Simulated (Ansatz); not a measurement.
The cluster Cu₄O⁺. Charge 1, multiplicity 2. Geometry B3LYP-D4/def2-SVP; atoms count from 1.

```xyz
5

O     0.023   -0.467   -0.283
Cu   -0.601    0.978   -1.379
Cu   -0.783   -1.756    0.799
Cu    1.714    0.439   -0.301
Cu   -0.354    0.805    1.164
```

No other spin state of charge 1 was run. Another isomer (doublet) lies 0.13 eV lower at PBE0-D4/def2-TZVP; other spin states weren't run for this one.

**Question.** Estimate the Mulliken populations from the PBE0/def2-TZVP orbitals of Ansatz.

**Answer.** 
```
atom  charge (e)  spin (α − β)  d electrons
  O1       -0.83          0.08            –
 Cu2        0.49          0.22         9.86
 Cu3        0.57          0.13         9.88
 Cu4        0.49          0.22         9.86
 Cu5        0.28          0.35         9.83
```
Mulliken values and Mayer orders depend strongly on the basis.

**Question.** Where does the spin sit?

**Answer.** Summed by element: O 0.08, Cu 0.92, of 1 unpaired in all. Largest on single atoms: Cu5 0.35, Cu2 0.22, Cu4 0.22.

**Question.** And the Mayer bond orders between bonded heavy atoms (over 0.3)?

**Answer.** O1–Cu2 0.43 (1.92 Å); O1–Cu3 0.53 (1.87 Å); O1–Cu4 0.43 (1.92 Å); O1–Cu5 0.42 (1.96 Å); Cu2–Cu5 0.31 (2.56 Å); Cu4–Cu5 0.31 (2.56 Å).
